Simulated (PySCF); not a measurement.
Mean polarisability (bohr³) of eight silicon and germanium compounds: PBE beside B3LYP, computed with PySCF for isolated molecules in the bases named; differences from unrounded values. The eight are the first of their class met in an unordered collection, after screening for sound electronic states; none was chosen by its value. Each molecule has one DFT geometry for both levels.

```json
[
 {"molecule": "1-silylprop-2-en-1-one (C3H6OSi), SMILES O=C([SiH3])C=C", "basis": "def2-TZVP", "B3LYP": "67.8"},
 {"molecule": "ClGeH₅OSi, SMILES Cl[SiH2][O][GeH3]", "basis": "def2-TZVP", "B3LYP": "67.8"},
 {"molecule": "Ge(F)(Br)(OH)2 (BrFGeH2O2), SMILES [Ge]([OH])([OH])([F])[Br]", "basis": "def2-TZVP", "B3LYP": "52.4"},
 {"molecule": "C2H5FN2Si, SMILES N[Si@@H]1C=N[C@@H]1F", "basis": "def2-TZVP", "B3LYP": "59.9"},
 {"molecule": "C3H7NSi, SMILES C([SiH2]C#C)N", "basis": "def2-TZVP", "B3LYP": "68.1"},
 {"molecule": "Si(H)(F)2(OEt) (C2H6F2OSi), SMILES CCO[SiH](F)F", "basis": "def2-TZVP", "B3LYP": "50.6"},
 {"molecule": "CH₇FOSi₂, SMILES CO[Si@@H](F)[SiH3]", "basis": "def2-TZVP", "B3LYP": "70.4"},
 {"molecule": "CH7GeNO, SMILES [GeH2]([NH]C)[OH]", "basis": "def2-TZVP", "B3LYP": "53.7"}
]
```

Question: Estimate the PBE values and say how PBE differs from B3LYP over the set. (An estimate is asked for; the answer gives what the named calculation found.)

Answer: 
```
molecule                                                       PBE  difference
------------------------------------------------------------  ----  ----------
1-silylprop-2-en-1-one (C3H6OSi), SMILES O=C([SiH3])C=C       70.4         2.6
ClGeH₅OSi, SMILES Cl[SiH2][O][GeH3]                           70.3         2.5
Ge(F)(Br)(OH)2 (BrFGeH2O2), SMILES [Ge]([OH])([OH])([F])[Br]  54.5         2.1
C2H5FN2Si, SMILES N[Si@@H]1C=N[C@@H]1F                        62.1         2.2
C3H7NSi, SMILES C([SiH2]C#C)N                                 70.3         2.2
Si(H)(F)2(OEt) (C2H6F2OSi), SMILES CCO[SiH](F)F               52.8         2.2
CH₇FOSi₂, SMILES CO[Si@@H](F)[SiH3]                           73.4         3.0
CH7GeNO, SMILES [GeH2]([NH]C)[OH]                             55.8         2.1
```
PBE lies below B3LYP in 0 and above it in 8 of the eight; the mean signed difference is 2.4 and the largest 3.0 bohr³.
